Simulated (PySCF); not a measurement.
Ge(H)3(Et) (C₂H₈Ge), SMILES [CH2](C)[GeH3].

The structure is a stationary point at B3LYP-D3(BJ)/def2-SVP.

Method: PySCF with TDDFT-PBE/def2-SVPD.

Vertical excitations.  State labels are in the subgroup Cs.

Computed excitation energies, oscillator strengths and character:
```tsv
state	symmetry	energy (eV)	λ (nm)	f	main pairs
S1	A'	6.87	180	0.003	HOMO→LUMO 99 %
S2	A'	7.52	165	0.117	HOMO→LUMO+1 80 %, HOMO→LUMO+2 14 %
S3	A"	7.61	163	0.029	HOMO−1→LUMO 96 %
S4	A'	7.70	161	0.058	HOMO−2→LUMO 65 %, HOMO→LUMO+2 23 %
S5	A'	7.82	159	0.142	HOMO→LUMO+2 59 %, HOMO−2→LUMO 30 %
S6	A"	7.98	155	0.001	HOMO→LUMO+3 95 %
S7	A"	8.09	153	0.044	HOMO−1→LUMO+1 95 %
S8	A'	8.15	152	0.014	HOMO→LUMO+4 77 %, HOMO−2→LUMO+1 20 %
S9	A'	8.18	152	0.059	HOMO−2→LUMO+1 78 %, HOMO→LUMO+4 18 %
S10	A"	8.28	150	0.010	HOMO−3→LUMO 95 %
T1	A'	6.64	187	0	HOMO→LUMO 97 %
T2	A'	6.95	178	0	HOMO→LUMO+1 96 %
T3	A"	7.29	170	0	HOMO−1→LUMO 90 %
T4	A'	7.32	169	0	HOMO−2→LUMO 71 %, HOMO→LUMO+2 21 %
```
Triplets are in the Tamm–Dancoff approximation, which puts them higher than full response would, so one can lie above its singlet here.
